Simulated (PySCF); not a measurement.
# Bond length, frequency and bond energy of BeP by level of theory

State: ⁴Σ⁻ (quartet), unpaired electrons σ ↑, π ↑↑. Set-up: PySCF, no relativity, basis sets Be pcseg-2, P pcseg-2. De refers to Be + P in their high-spin ground configurations, without counterpoise correction. The functionals are run spin-unrestricted. A positive dipole means Be(−)P(+).

```json
{"Level": "UHF", "Re (Å)": "2.073", "ωe (cm⁻¹)": "635", "De (eV)": "0.97", "μ (D)": "-1.18", "CPU s a point (SCF and correlation, without the integrals)": "0.13"}
{"Level": "UHF-MP2", "Re (Å)": "2.056", "ωe (cm⁻¹)": "646", "De (eV)": "1.17", "μ (D)": "n/a", "CPU s a point (SCF and correlation, without the integrals)": "0.2"}
{"Level": "UHF-SCS-MP2", "Re (Å)": "2.064", "ωe (cm⁻¹)": "636", "De (eV)": "1.06", "μ (D)": "n/a", "CPU s a point (SCF and correlation, without the integrals)": "n/a"}
{"Level": "UHF-CCSD", "Re (Å)": "2.061", "ωe (cm⁻¹)": "628", "De (eV)": "0.87", "μ (D)": "n/a", "CPU s a point (SCF and correlation, without the integrals)": "n/a"}
{"Level": "UHF-CCSD(T)", "Re (Å)": "2.064", "ωe (cm⁻¹)": "623", "De (eV)": "0.94", "μ (D)": "n/a", "CPU s a point (SCF and correlation, without the integrals)": "2.7"}
{"Level": "PBE", "Re (Å)": "2.078", "ωe (cm⁻¹)": "602", "De (eV)": "1.67", "μ (D)": "-0.40", "CPU s a point (SCF and correlation, without the integrals)": "0.51"}
{"Level": "BLYP", "Re (Å)": "2.086", "ωe (cm⁻¹)": "586", "De (eV)": "1.51", "μ (D)": "-0.39", "CPU s a point (SCF and correlation, without the integrals)": "0.34"}
{"Level": "BP86", "Re (Å)": "2.081", "ωe (cm⁻¹)": "597", "De (eV)": "1.64", "μ (D)": "-0.44", "CPU s a point (SCF and correlation, without the integrals)": "0.34"}
{"Level": "r²SCAN", "Re (Å)": "2.074", "ωe (cm⁻¹)": "613", "De (eV)": "1.72", "μ (D)": "-0.63", "CPU s a point (SCF and correlation, without the integrals)": "0.78"}
{"Level": "PBE0", "Re (Å)": "2.065", "ωe (cm⁻¹)": "622", "De (eV)": "1.60", "μ (D)": "-0.61", "CPU s a point (SCF and correlation, without the integrals)": "0.8"}
{"Level": "B2PLYP", "Re (Å)": "2.065", "ωe (cm⁻¹)": "622", "De (eV)": "1.36", "μ (D)": "-0.81", "CPU s a point (SCF and correlation, without the integrals)": "0.49"}
```

**Question.** Which functional lies closest to UHF-CCSD(T) in De, which farthest, and by how much do they differ from it?

**Answer.** Closest is B2PLYP (+0.1 pm in Re, -0.2 % in ωe, +0.42 eV in De against UHF-CCSD(T) in the same basis), farthest r²SCAN (+1.0 pm in Re, -1.6 % in ωe, +0.78 eV in De). CCSD(T) converges more slowly with the basis than the functionals do and binds too weakly in this one, so the order can change at the basis-set limit.

**Question.** What does a quarter of exact exchange do here, going from PBE to PBE0?

**Answer.** PBE0 less PBE: -1.3 pm in Re, +3.3 % in ωe, -0.07 eV in De. Exact exchange removes part of the self-interaction that spreads semilocal densities, and in most molecules shortens and stiffens the bond and lowers De; so it does here.

**Question.** What does second-order correlation do here, going from UHF to UHF-MP2?

**Answer.** UHF-MP2 less UHF: -1.7 pm in Re, +1.7 % in ωe, +0.20 eV in De. Correlation nearly always deepens the well. The bond shortens, as in weak, metallic or heavy-atom bonds, where dispersion and the correlation of outer-core electrons pull the atoms together.

Correlated steps freeze 5 core orbitals. Counting both spins, an empty level lies below a filled one in some of these solutions, because spin and occupation are held. B2PLYP dipoles, levels and charges come from its SCF part alone. The state is the lowest determinant that a PBE0 search found; another state may lie lower at other levels.

The whole job (state search and all levels along the bond) took about 1.6 min on 1 thread of Arm Neoverse V1 (shared host), peak memory 0.62 GiB.
